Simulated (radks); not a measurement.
All-electron atom: the hafnium ion Hf4+ in [Kr] 4d10 4f14 5s1.75 5p6 6s0.25 (fractional occupations, a model configuration). All-electron calculation, scalar-relativistic Kohn-Sham, MS2 meta-GGA, spin-polarised, spherical densities, finite nucleus; open shells are filled with parallel spins first (spin-orbit coupling, left out, can overturn this in heavy ions); meta-GGA in the generalised Kohn-Sham scheme; Fermi nuclear charge, rms radius 5.347 fm. Program: a radial shooting solver on a logarithmic mesh with Libxc functionals.

Local quantities along the radius. ELF = 1/(1 + alpha^2) is the electron localisation function; alpha = (tau - tau_W)/tau_unif compares the Pauli kinetic energy density with that of the uniform gas (summed over spins); r v_xc is r times the local exchange-correlation potential of spin up (hartree bohr, multiplicative part alone); -r V(r) is the screened charge that the Kohn-Sham potential of spin up presents (atomic units); s = |grad rho|/(2 (3 pi^2)^(1/3) rho^(4/3)) is the reduced gradient. tau is taken from the large components.

| r (bohr) | ELF | alpha | r v_xc | -r V(r) | s |
|---|---|---|---|---|---|
| 0.001255 | 0.999 | 0.02445 | -0.1315 | 71.49 | 0.7828 |
| 0.001461 | 0.999 | 0.02541 | -0.1456 | 71.40 | 0.7333 |
| 0.001688 | 0.999 | 0.02658 | -0.1608 | 71.30 | 0.6937 |
| 0.001965 | 0.999 | 0.02818 | -0.1790 | 71.18 | 0.6590 |
| 0.002287 | 0.999 | 0.03025 | -0.1996 | 71.03 | 0.6309 |
| 0.002642 | 0.999 | 0.03275 | -0.2213 | 70.88 | 0.6099 |
| 0.003075 | 0.999 | 0.03616 | -0.2469 | 70.69 | 0.5933 |
| 0.003552 | 0.998 | 0.04036 | -0.2737 | 70.49 | 0.5826 |
| 0.004135 | 0.998 | 0.04619 | -0.3048 | 70.24 | 0.5765 |
| 0.004775 | 0.997 | 0.05357 | -0.3371 | 69.96 | 0.5756 |
| 0.005559 | 0.996 | 0.06417 | -0.3746 | 69.64 | 0.5798 |
| 0.006472 | 0.994 | 0.07903 | -0.4160 | 69.26 | 0.5894 |
| 0.007474 | 0.990 | 0.09907 | -0.4598 | 68.86 | 0.6036 |
| 0.008701 | 0.983 | 0.1300 | -0.5124 | 68.38 | 0.6240 |
| 0.01005 | 0.971 | 0.1738 | -0.5699 | 67.87 | 0.6480 |
| 0.0117 | 0.943 | 0.2448 | -0.6352 | 67.26 | 0.6767 |
| 0.01351 | 0.891 | 0.3490 | -0.6694 | 66.59 | 0.7037 |
| 0.01573 | 0.788 | 0.5182 | -0.5135 | 65.59 | 0.7240 |
| 0.01831 | 0.629 | 0.7674 | -0.3129 | 64.45 | 0.7220 |
| 0.02115 | 0.469 | 1.064 | -0.5468 | 63.70 | 0.6822 |
| 0.02462 | 0.357 | 1.342 | -0.5600 | 62.54 | 0.5879 |
| 0.02843 | 0.330 | 1.423 | -0.5785 | 61.33 | 0.4647 |
| 0.0331 | 0.387 | 1.259 | -0.6162 | 59.92 | 0.3470 |
| 0.03822 | 0.504 | 0.9912 | -0.6827 | 58.46 | 0.2874 |
| 0.0445 | 0.640 | 0.7493 | -0.8912 | 56.91 | 0.2858 |
| 0.0518 | 0.726 | 0.6140 | -1.009 | 55.11 | 0.3288 |
| 0.05983 | 0.741 | 0.5905 | -1.015 | 53.17 | 0.3906 |
| 0.06965 | 0.678 | 0.6893 | -0.8643 | 50.82 | 0.4567 |
| 0.08043 | 0.538 | 0.9271 | -0.8650 | 48.60 | 0.4884 |
| 0.09364 | 0.384 | 1.265 | -0.9228 | 46.17 | 0.4418 |
| 0.1081 | 0.344 | 1.379 | -0.9400 | 43.68 | 0.3225 |
| 0.1259 | 0.445 | 1.117 | -1.008 | 40.94 | 0.2219 |
| 0.1466 | 0.616 | 0.7902 | -1.244 | 38.24 | 0.2256 |
| 0.1693 | 0.717 | 0.6283 | -1.433 | 35.60 | 0.3041 |
| 0.197 | 0.709 | 0.6412 | -1.307 | 32.49 | 0.4244 |
| 0.2276 | 0.556 | 0.8938 | -1.091 | 29.49 | 0.5270 |
| 0.2649 | 0.317 | 1.469 | -1.123 | 26.58 | 0.5045 |
| 0.306 | 0.265 | 1.667 | -1.112 | 23.75 | 0.2988 |
| 0.3562 | 0.440 | 1.128 | -1.228 | 20.86 | 0.1574 |
| 0.4146 | 0.650 | 0.7343 | -1.545 | 18.25 | 0.2013 |
| 0.4789 | 0.714 | 0.6323 | -1.651 | 15.79 | 0.3099 |
| 0.5575 | 0.669 | 0.7029 | -1.436 | 13.24 | 0.4371 |
| 0.6438 | 0.542 | 0.9185 | -1.300 | 11.26 | 0.5409 |
| 0.7495 | 0.395 | 1.238 | -1.264 | 9.635 | 0.5877 |
| 0.8656 | 0.345 | 1.378 | -1.191 | 8.333 | 0.5589 |
| 1.008 | 0.411 | 1.198 | -1.148 | 7.242 | 0.5346 |
| 1.173 | 0.525 | 0.9503 | -1.169 | 6.461 | 0.6026 |
| 1.355 | 0.582 | 0.8472 | -1.103 | 5.854 | 0.7665 |
| 1.577 | 0.537 | 0.9282 | -0.9414 | 5.329 | 1.053 |
| 1.822 | 0.387 | 1.258 | -0.8485 | 5.041 | 1.461 |
| 2.121 | 0.180 | 2.137 | -0.6416 | 4.729 | 2.071 |
| 2.449 | 0.069 | 3.670 | -0.5437 | 4.584 | 2.766 |
| 2.851 | 0.044 | 4.670 | -0.4565 | 4.473 | 3.484 |
| 3.319 | 0.071 | 3.613 | -0.3882 | 4.394 | 4.442 |
| 3.833 | 0.162 | 2.273 | -0.3387 | 4.341 | 6.392 |
| 4.462 | 0.331 | 1.423 | -0.2713 | 4.272 | 10.91 |
| 5.153 | 0.483 | 1.036 | -0.1895 | 4.190 | 20.36 |
| 5.999 | 0.559 | 0.8879 | -0.1074 | 4.107 | 44.57 |

On this mesh the ELF has minima near r = 0.028, 0.11, 0.31, 0.87, 2.9 bohr, which separate the shells, and maxima near 0.060 (0.74), 0.17 (0.72), 0.48 (0.71), 1.4 (0.58).

Self-consistent cycle (total energy in hartree, residual of the potential): 1: -15031.97917, 2e+01; 2: -15064.05696, 1e+01; 3: -15071.27942, 2e+00; 4: -15071.24400, 3e+00; 5: -15072.17024, 1e-01; 6: -15072.18219, 5e-02; 7: -15072.18255, 3e-02; 8: -15072.18274, 3e-03; 9: -15072.18275, 7e-04; 10: -15072.18275, 2e-05; 11: -15072.18275, 5e-06.
